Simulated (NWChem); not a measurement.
System meant: SeO, triplet; SMILES [Se]=O

Here is an NWChem input.

```
start job
memory heap 200 mb stack 900 mb global 1100 mb
geometry units angstroms noautoz
  O      0.000000     0.000000    -1.317428
  Se     0.000000     0.000000     0.324451
end
basis spherical
  O library def2-svp
  Se library def2-svp
end
dft
  odft
  mult 4
  xc b3lyp
  iterations 150
  mulliken
end
task dft energy
```

End of the output:

```
 ==============================================================================
                                internuclear distances
 ------------------------------------------------------------------------------
       center one      |      center two      | atomic units |  angstroms
 ------------------------------------------------------------------------------
    2 Se               |   1 O                |     3.10270  |     1.64188
 ------------------------------------------------------------------------------
                         number of included internuclear distances:          1
 ==============================================================================

 Summary of "ao basis" -> "" (spherical)
 ------------------------------------------------------------------------------
       Tag                 Description            Shells   Functions and Types
 ---------------- ------------------------------  ------  ---------------------
 O                          def2-svp                 6       14   3s2p1d
 Se                         def2-svp                12       32   5s4p3d

                                 NWChem DFT Module
                                 -----------------

 Summary of "ao basis" -> "ao basis" (spherical)
 ------------------------------------------------------------------------------
       Tag                 Description            Shells   Functions and Types
 ---------------- ------------------------------  ------  ---------------------
 O                          def2-svp                 6       14   3s2p1d
 Se                         def2-svp                12       32   5s4p3d

      Symmetry analysis of basis
      --------------------------

        a1         18
        a2          0
        b1          4
        b2          4
        e          20

  number of electrons :                   42
  multiplicity        :                    4
 ------------------------------------------------------------------------
  no. of electrons and multiplicity not compatible                  42
 ------------------------------------------------------------------------
 ------------------------------------------------------------------------
  current input line :
    18: task dft energy
 ------------------------------------------------------------------------
 ------------------------------------------------------------------------
 There is an error in the input file
 ------------------------------------------------------------------------
 For more information see the NWChem manual at https://nwchemgit.github.io

0: no. of electrons and multiplicity not compatible:Received an Error in Communication
```

Problem. Can this run be used? If not, why, and what is the fix?

Solution. The input was rejected before any calculation. Cause: the multiplicity doesn't fit the number of electrons (an even count wants an odd multiplicity, and the reverse). This input runs:
```
start job
memory heap 200 mb stack 900 mb global 1100 mb
geometry units angstroms noautoz
  O      0.000000     0.000000    -1.317428
  Se     0.000000     0.000000     0.324451
end
basis spherical
  O library def2-svp
  Se library def2-svp
end
dft
  odft
  mult 3
  xc b3lyp
  iterations 150
  mulliken
end
task dft energy
```
It converges to -2476.39512 Ha (B3LYP/def2-SVP, spin-unrestricted).
